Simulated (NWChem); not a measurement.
# C$_{3}$H$_{3}$FO$_{2}$; SMILES FC1=COCO1

```xyz
9

F     -0.0129    -2.0062     0.0652
C      0.0792    -0.7088     0.0070
C      1.1300     0.1109     0.0466
O      0.6694     1.4025    -0.1474
C     -0.7081     1.3026     0.0984
O     -1.0813    -0.0386    -0.1781
H      2.1967    -0.0677     0.1273
H     -0.9218     1.5144     1.1699
H     -1.2660     1.9854    -0.5565
```
Atoms are numbered in this order, from 1.

Coordinates come from a PBE0/def2-SVP optimisation.

Give the principal values of the shielding tensors (ppm) of F1, C2, C3, O4, C5 from B3LYP/6-311G** (spherical d), GIAO (NWChem), with their diamagnetic and paramagnetic parts as GIAO splits them.


| atom | σ11 | σ22 | σ33 | isotropic | diamagnetic | paramagnetic |
|---|---|---|---|---|---|---|
| F1 | 291.8 | 303.7 | 398.0 | 331.1 | 472.5 | -141.3 |
| C2 | -60.7 | 51.0 | 64.5 | 18.3 | 250.7 | -232.5 |
| C3 | 28.6 | 91.6 | 115.0 | 78.4 | 255.5 | -177.1 |
| O4 | 180.5 | 275.4 | 321.6 | 259.2 | 389.3 | -130.1 |
| C5 | 56.7 | 82.5 | 110.2 | 83.2 | 247.4 | -164.3 |
